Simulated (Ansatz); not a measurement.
Molecule: P2H4 (charge +1, doublet). 
Coordinates optimised at B3LYP-D3(BJ)/def2-TZVP (Ansatz, an electronic-structure program):
```xyz
6

P     -1.0046    -0.3791    -0.0325
P      1.0046     0.3791     0.0325
H     -1.5948     0.1917     1.1142
H     -1.5887     0.3637    -1.0795
H      1.5887    -0.3637     1.0795
H      1.5948    -0.1917    -1.1142
```
Charge +1, spin multiplicity 2.

Basis-set convergence of Hartree-Fock and MP2 correlation energies (hartree) with Ansatz. Cores are frozen in the correlated levels unless marked. UHF or UKS for open shells. No spin-orbit coupling. Non-relativistic.

| basis | functions | E(HF) | E(corr, MP2) |
|---|---|---|---|
| def2-SVPD | 80 | -683.29862 | -0.23364 |
| def2-TZVPPD | 164 | ___ | ___ |

Problem. Some entries are withheld; supply them.

Solution. 
- def2-TZVPPD, E(HF): -683.53391
- def2-TZVPPD, E(corr, MP2): -0.28311
